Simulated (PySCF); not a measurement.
Potential energy of Ge₂⁺ along the bond

Set-up: basis Ge def2-TZVPPD; no relativity; PySCF 2.14. Energies in eV from Ge⁺ + Ge in their ground configurations at the same level. All curves are PBE0. state 1: ⁴Σg⁻ (quartet), unpaired electrons σ ↑, π ↑↑; state 2: Ms = 0.5 determinant of mixed spin (⟨S²⟩ near 1.8), unpaired electrons σ ↓, π ↑↑, a second solution, started from another occupation; state 3: Ms = 0.5 determinant of mixed spin (⟨S²⟩ near 1.8), unpaired electrons σ ↑, π ↑↓, a mixture of terms (⟨Lz²⟩ = 2.0), a second solution, started from another occupation; state 4: ²Πu (doublet), unpaired electrons π ↑, a second solution, started from another occupation.

```json
{"R (Å)": "2.079", "state 1": "-2.545", "state 2": "-2.157", "state 3": "-2.115", "state 4": "-0.936"}
{"R (Å)": "2.175", "state 1": "-3.002", "state 2": "-2.609", "state 3": "-2.578", "state 4": "-1.712"}
{"R (Å)": "2.272", "state 1": "-3.247", "state 2": "-2.848", "state 3": "-2.829", "state 4": "-2.229"}
{"R (Å)": "2.345", "state 1": "-3.331", "state 2": "-2.928", "state 3": "-2.917", "state 4": "-2.488"}
{"R (Å)": "2.417", "state 1": "-3.352", "state 2": "-2.944", "state 3": "-2.941", "state 4": "-2.661"}
{"R (Å)": "2.490", "state 1": "-3.324", "state 2": "-2.912", "state 3": "-2.916", "state 4": "-2.765"}
{"R (Å)": "2.586", "state 1": "-3.234", "state 2": "-2.818", "state 3": "-2.830", "state 4": "-2.820"}
{"R (Å)": "2.707", "state 1": "-3.065", "state 2": "-2.645", "state 3": "-2.665", "state 4": "-2.789"}
{"R (Å)": "2.852", "state 1": "-2.816", "state 2": "-2.394", "state 3": "-2.423", "state 4": "-2.654"}
{"R (Å)": "3.045", "state 1": "-2.459", "state 2": "-2.040", "state 3": "-2.073", "state 4": "-2.376"}
```

Put a parabola through the three lowest points of the state 1 curve and estimate Re, k and ωe (reduced mass 36.96 u; 1 eV/Å² = 0.16022 mdyn/Å; ωe = 1302.8·√(k/μ) cm⁻¹).

Through R = 2.345, 2.417, 2.49 Å the second-order coefficient is 4.66 eV/Å², so Re ≈ 2.412 Å, k ≈ 1.49 mdyn/Å and ωe ≈ 262 cm⁻¹. A polynomial fit of higher order to the unrounded PBE0 energies gives Re = 2.408 Å, k = 1.50 mdyn/Å, ωe = 262 cm⁻¹; anharmonicity and rounding make the difference.

The higher-order fit for each curve: state 1: Re = 2.408 Å, ωe = 262 cm⁻¹, De = 3.35 eV; state 2: Re = 2.402 Å, ωe = 265 cm⁻¹, minimum 2.94 eV below the ground-state fragments; state 3: Re = 2.413 Å, ωe = 261 cm⁻¹, minimum 2.94 eV below the ground-state fragments; state 4: Re = 2.607 Å, ωe = 230 cm⁻¹, minimum 2.82 eV below the ground-state fragments.

Spin–orbit coupling is left out. The state is the lowest determinant that a PBE0 search found; another state may lie lower at other levels.
